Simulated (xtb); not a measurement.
Method: GFN2-xTB (xtb).

```
xtb start.xyz --ohess tight --gfn 2 --chrg 0 --uhf 0 --iterations 400

# start.xyz
22

Mo     0.030396     0.089266     0.076439
F     -1.073320     1.607147    -0.296296
C      1.032246     1.731090     1.161370
H      0.900373     2.687823     0.572059
H      2.151670     1.681929     1.288510
H      0.583371     1.829781     2.067502
C     -1.737130    -0.468238     1.206147
H     -1.538390    -1.352556     1.869260
H     -2.597279    -0.727030     0.595853
H     -1.992750     0.361901     1.843567
C      1.776008    -0.878728     1.050723
H      2.589579    -0.650144     0.500831
H      1.759085    -1.972771     1.273358
H      1.931479    -0.461956     2.107456
C      0.486081     0.295560    -2.046788
H     -0.336979     0.086467    -2.731741
H      1.350006    -0.293685    -2.369404
H      0.752386     1.366743    -2.205299
C     -0.016816    -2.008059    -0.435727
H     -0.878037    -2.007972    -1.139093
H     -0.216099    -2.747257     0.298809
H      0.825856    -2.414604    -1.049080
```

Output:

```
[...]
        35                          0.1900792               5.1723
       ...                                ...                  ...
        48                          1.6772585              45.6405
      -------------------------------------------------------------
                  HL-Gap            0.0646078 Eh            1.7581 eV
             Fermi-level           -0.3329754 Eh           -9.0607 eV

     #   Z          covCN         q      C6AA      α(0)
     1  42 Mo       5.222     0.624   356.316    38.824
     2   9 F        0.734    -0.370    13.156     4.284
     3   6 C        3.671    -0.200    24.730     7.128
     4   1 H        0.924     0.051     2.301     2.372
     5   1 H        0.924     0.046     2.366     2.406
     6   1 H        0.924     0.052     2.294     2.369
     7   6 C        3.667    -0.189    24.505     7.098
     8   1 H        0.925     0.055     2.254     2.348
     9   1 H        0.924     0.065     2.145     2.291
    10   1 H        0.924     0.066     2.133     2.284
    11   6 C        3.665    -0.227    25.353     7.221
    12   1 H        0.923     0.056     2.242     2.341
    13   1 H        0.925     0.046     2.364     2.405
    14   1 H        0.924     0.050     2.326     2.385
    15   6 C        3.670    -0.200    24.732     7.129
    16   1 H        0.924     0.051     2.302     2.372
    17   1 H        0.924     0.051     2.307     2.375
    18   1 H        0.924     0.054     2.274     2.358
    19   6 C        3.666    -0.228    25.369     7.223
    20   1 H        0.924     0.050     2.323     2.384
    21   1 H        0.925     0.045     2.384     2.415
    22   1 H        0.923     0.052     2.293     2.368

 Mol. C6AA /au·bohr⁶  :       4849.188254
 Mol. C8AA /au·bohr⁸  :     182434.613591
 Mol. α(0) /au        :        114.379229

Wiberg/Mayer (AO) data.
largest (>0.10) Wiberg bond orders for each atom

 ---------------------------------------------------------------------------
     #   Z sym  total        # sym  WBO       # sym  WBO       # sym  WBO
 ---------------------------------------------------------------------------
     1  42 Mo   6.885 --     7 C    1.055    15 C    1.054     3 C    1.049
                            11 C    0.975     2 F    0.969    19 C    0.969
     2   9 F    1.125 --     1 Mo   0.969
     3   6 C    3.940 --     1 Mo   1.049     5 H    0.935     6 H    0.934
                             4 H    0.931
     4   1 H    0.997 --     3 C    0.931
     5   1 H    0.997 --     3 C    0.935
     6   1 H    0.997 --     3 C    0.934
     7   6 C    3.954 --     1 Mo   1.055     8 H    0.959     9 H    0.918
                            10 H    0.912
     8   1 H    0.996 --     7 C    0.959
     9   1 H    0.995 --     7 C    0.918
    10   1 H    0.995 --     7 C    0.912
    11   6 C    3.931 --     1 Mo   0.975    13 H    0.961    14 H    0.930
                            12 H    0.910
    12   1 H    0.997 --    11 C    0.910
    13   1 H    0.998 --    11 C    0.961
    14   1 H    0.997 --    11 C    0.930
    15   6 C    3.939 --     1 Mo   1.054    16 H    0.943    18 H    0.932
                            17 H    0.919
    16   1 H    0.997 --    15 C    0.943
    17   1 H    0.996 --    15 C    0.919
    18   1 H    0.997 --    15 C    0.932
    19   6 C    3.931 --     1 Mo   0.969    21 H    0.962    20 H    0.922
                            22 H    0.921
    20   1 H    0.997 --    19 C    0.922
    21   1 H    0.998 --    19 C    0.962
    22   1 H    0.997 --    19 C    0.921
 ---------------------------------------------------------------------------

Topologies differ in total number of bonds
Writing topology from bond orders to xtbtopo.mol

molecular dipole:
                 x           y           z       tot (Debye)
 q only:        0.602      -0.680       0.037
   full:        0.507      -0.130      -0.175       1.403
molecular quadrupole (traceless):
                xx          xy          yy          xz          yz          zz
 q only:       -0.036       4.196      -2.674      -0.699      -0.246       2.710
  q+dip:       -0.495       4.784      -2.248      -0.847      -0.181       2.743
   full:       -0.280       4.595      -2.320      -0.940      -0.161       2.600

           -------------------------------------------------
          |                Geometry Summary                 |
           -------------------------------------------------

      molecular mass/u    :      190.1309824
   center of mass at/Å    :        0.0044869       0.1239395       0.1314500
  moments of inertia/u·Å² :        0.2850914E+03   0.3258303E+03   0.3295664E+03
rotational constants/cm⁻¹ :        0.5913062E-01   0.5173746E-01   0.5115094E-01

 * 16 selected distances

     #   Z          #   Z                                           value/Å
     1  42 Mo       2   9 F                                       1.8738087 (max)
     3   6 C        4   1 H                                       1.0973769
     3   6 C        5   1 H                                       1.0942406
     3   6 C        6   1 H                                       1.0950529
     7   6 C        8   1 H                                       1.0866525 (min)
     7   6 C        9   1 H                                       1.0995888
     7   6 C       10   1 H                                       1.1008242
    11   6 C       12   1 H                                       1.1014349
    11   6 C       13   1 H                                       1.0895504
    11   6 C       14   1 H                                       1.0969349
    15   6 C       16   1 H                                       1.0923285
    15   6 C       17   1 H                                       1.0992194
    15   6 C       18   1 H                                       1.0973218
    19   6 C       20   1 H                                       1.0985096
    19   6 C       21   1 H                                       1.0894243
    19   6 C       22   1 H                                       1.0990976

 * 2 distinct bonds (by element types)

   Z      Z             #   av. dist./Å        max./Å        min./Å
   1 H    6 C          15     1.0958372     1.1014349     1.0866525
   9 F   42 Mo          1     1.8738087     1.8738087     1.8738087

           -------------------------------------------------
          |               Frequency Printout                |
           -------------------------------------------------
 projected vibrational frequencies (cm⁻¹)
eigval :       -0.00    -0.00    -0.00     0.00     0.00     0.00
eigval :       62.62    97.36   112.91   138.67   146.08   167.58
eigval :      180.96   183.17   211.09   243.14   255.61   272.82
eigval :      279.56   336.06   361.10   404.61   432.18   456.00
eigval :      460.09   468.80   538.69   554.53   607.68   633.17
eigval :      643.25   674.51   684.86   708.26   752.74   787.73
eigval :     1276.21  1292.82  1300.06  1324.46  1342.96  1465.92
eigval :     1469.32  1476.62  1477.14  1483.12  1488.53  1494.31
eigval :     1507.45  1522.32  1539.15  2868.99  2879.33  2888.87
eigval :     2897.65  2903.11  2906.74  2910.16  2925.49  2932.70
eigval :     2945.63  2955.30  2978.34  3000.42  3012.19  3033.87
 reduced masses (amu)
   1: 20.76   2: 43.72   3: 34.10   4: 48.68   5: 30.49   6: 15.77   7:  7.46   8: 12.34
   9:  4.76  10: 19.99  11: 10.49  12:  4.19  13: 13.96  14: 14.20  15: 12.92  16: 11.40
  17: 18.09  18: 15.65  19: 10.07  20: 14.98  21: 16.00  22:  9.80  23: 10.53  24: 23.16
  25: 22.34  26: 25.19  27:  3.32  28:  3.36  29:  3.42  30:  3.37  31:  4.18  32:  6.48
  33:  7.58  34:  3.70  35:  3.74  36:  3.85  37:  2.71  38:  2.76  39:  2.73  40:  2.72
  41:  2.66  42:  1.75  43:  1.70  44:  1.70  45:  1.71  46:  1.71  47:  1.71  48:  1.70
  49:  1.70  50:  1.68  51:  1.69  52:  1.81  53:  1.77  54:  1.87  55:  1.58  56:  1.71
  57:  1.79  58:  1.81  59:  1.76  60:  1.67  61:  1.92  62:  1.39  63:  1.63  64:  1.62
  65:  1.66  66:  1.71
 IR intensities (km·mol⁻¹)
   1:  0.09   2:  0.05   3:  0.12   4:  0.03   5:  0.14   6:  0.10   7:  0.11   8:  7.39
   9:  0.80  10:  9.21  11:  5.89  12:  0.95  13:  2.93  14:  2.84  15:  4.41  16:  0.24
  17:  3.51  18:  3.39  19:  7.76  20: 37.04  21: 16.00  22:  1.26  23: 12.62  24: 48.38
  25: 44.63  26: 51.75  27:  8.18  28:  2.15  29:  1.47  30: 54.30  31: 30.83  32:101.41
  33: 19.33  34:  3.78  35: 71.60  36:  9.91  37: 38.83  38: 16.06  39: 27.20  40: 20.12
  41: 17.71  42:  3.72  43:  3.48  44:  1.25  45:  0.12  46:  0.99  47:  3.47  48:  2.58
  49:  0.74  50:  0.46  51:  3.95  52:  6.35  53: 24.33  54:  6.74  55: 16.56  56: 25.50
  57: 27.33  58: 61.86  59: 65.13  60: 55.69  61: 36.41  62: 37.16  63: 35.32  64:  0.40
  65: 37.98  66: 56.80
 Raman intensities (Ä⁴*amu⁻¹)
   1:  0.00   2:  0.00   3:  0.00   4:  0.00   5:  0.00   6:  0.00   7:  0.00   8:  0.00
   9:  0.00  10:  0.00  11:  0.00  12:  0.00  13:  0.00  14:  0.00  15:  0.00  16:  0.00
  17:  0.00  18:  0.00  19:  0.00  20:  0.00  21:  0.00  22:  0.00  23:  0.00  24:  0.00
  25:  0.00  26:  0.00  27:  0.00  28:  0.00  29:  0.00  30:  0.00  31:  0.00  32:  0.00
  33:  0.00  34:  0.00  35:  0.00  36:  0.00  37:  0.00  38:  0.00  39:  0.00  40:  0.00
  41:  0.00  42:  0.00  43:  0.00  44:  0.00  45:  0.00  46:  0.00  47:  0.00  48:  0.00
  49:  0.00  50:  0.00  51:  0.00  52:  0.00  53:  0.00  54:  0.00  55:  0.00  56:  0.00
Molecule has no symmetry elements
It seems to be the C1 point group
  57:  0.00  58:  0.00  59:  0.00  60:  0.00  61:  0.00  62:  0.00  63:  0.00  64:  0.00
  65:  0.00  66:  0.00
 output can be read by thermo (or use thermo option).
 writing <g98.out> molden fake output.
 recommended (thermochemical) frequency scaling factor: 1.0
           -------------------------------------------------
          |             Thermodynamic Functions             |
           -------------------------------------------------

c1  symmetry found (for desy threshold:  0.10E+00) used in thermo

          ...................................................
          :                      SETUP                      :
          :.................................................:
          :  # frequencies                          60      :
          :  # imaginary freq.                       0      :
          :  linear?                             false      :
          :  only rotor calc.                    false      :
          :  symmetry                               c1      :
          :  rotational number                       1      :
          :  scaling factor                  1.0000000      :
          :  rotor cutoff                   50.0000000 cm⁻¹ :
          :  imag. cutoff                  -20.0000000 cm⁻¹ :
          :.................................................:

    mode    ω/cm⁻¹     T·S(HO)/kcal·mol⁻¹    T·S(FR)/kcal·mol⁻¹   T·S(vib)
   ------------------------------------------------------------------------
       1     62.62    -1.30379 ( 71.10%)    -0.98963 ( 28.90%)    -1.21299
       2     97.36    -1.04548 ( 93.50%)    -0.85898 (  6.50%)    -1.03335
       3    112.91    -0.95954 ( 96.30%)    -0.81511 (  3.70%)    -0.95419
       4    138.67    -0.84141 ( 98.34%)    -0.75424 (  1.66%)    -0.83996
       5    146.08    -0.81175 ( 98.65%)    -0.73882 (  1.35%)    -0.81076
       6    167.58    -0.73419 ( 99.21%)    -0.69818 (  0.79%)    -0.73391
       7    180.96    -0.69126 ( 99.42%)    -0.67542 (  0.58%)    -0.69117
       8    183.17    -0.68452 ( 99.45%)    -0.67183 (  0.55%)    -0.68445
       9    211.09    -0.60651 ( 99.69%)    -0.62981 (  0.31%)    -0.60658
      10    243.14    -0.53064 ( 99.82%)    -0.58794 (  0.18%)    -0.53074
      11    255.61    -0.50433 ( 99.85%)    -0.57313 (  0.15%)    -0.50443
      12    272.82    -0.47056 ( 99.89%)    -0.55383 (  0.11%)    -0.47066
      13    279.56    -0.45806 ( 99.90%)    -0.54660 (  0.10%)    -0.45815
   ------------------------------------------------------------------------

   temp. (K)  partition function   enthalpy   heat capacity  entropy
                                   cal/mol     cal/K/mol   cal/K/mol   J/K/mol
 298.15  VIB  0.140E+05             7096.749     44.339     42.398
         ROT  0.423E+06              888.752      2.981     28.725
         INT  0.590E+10             7985.502     47.320     71.123
         TR   0.254E+28             1481.254      4.968     41.614
         TOT                        9466.7557    52.2880   112.7373   471.6930

       T/K    H(0)-H(T)+PV         H(T)/Eh          T*S/Eh         G(T)/Eh
   ------------------------------------------------------------------------
    298.15    0.150862E-01    0.191314E+00    0.535651E-01    0.137749E+00
   ------------------------------------------------------------------------

         :::::::::::::::::::::::::::::::::::::::::::::::::::::
         ::                  THERMODYNAMIC                  ::
         :::::::::::::::::::::::::::::::::::::::::::::::::::::
         :: total free energy         -24.983935078688 Eh   ::
         ::.................................................::
         :: total energy              -25.121683834473 Eh   ::
         :: zero point energy           0.176227665841 Eh   ::
         :: G(RRHO) w/o ZPVE           -0.038478910056 Eh   ::
         :: G(RRHO) contrib.            0.137748755785 Eh   ::
         :::::::::::::::::::::::::::::::::::::::::::::::::::::

optimized geometry written to: xtbopt.xyz

           -------------------------------------------------
          | TOTAL ENERGY              -25.121683834473 Eh   |
          | TOTAL ENTHALPY            -24.930369933102 Eh   |
          | TOTAL FREE ENERGY         -24.983935078688 Eh   |
          | GRADIENT NORM               0.000762735470 Eh/α |
          | HOMO-LUMO GAP               1.758066866207 eV   |
           -------------------------------------------------

------------------------------------------------------------------------
```

Cost: very roughly 2.8 core-seconds.
